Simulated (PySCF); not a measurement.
BI2, SMILES I[B]I (connectivity only; charge and spin as stated), charge +1, multiplicity 1. Geometry: PBE-D3(BJ)/def2-TZVP. The multiplicity is an assumed one; other spin states were not compared. The isomer is the one that the SMILES or the coordinates give; other isomers of the formula were not compared. The def2 effective core potentials stand for the cores of I; spin–orbit coupling is left out.

Method: PBE-D3(BJ)/def2-TZVP (PySCF 2.14.0).

Harmonic wavenumbers (cm⁻¹): 223, 223, 226, 1085. Rotational constants (GHz): 0.5091 (linear); symmetry number 2.

Task: Work out the zero-point energy and the ideal-gas rigid-rotor harmonic-oscillator thermochemistry at 298.15 K and 1 atm.

Result: ZPE = ½ Σ hcν = ½ × 1756 cm⁻¹ = 10.51 kJ/mol. H − E(el) = 23.38 kJ/mol. Entropy in J/(mol K): translation 178.32, rotation 80.79, vibration 24.48, total 283.58. G − E(el) = -61.17 kJ/mol. Cp = 52.98 J/(mol K).
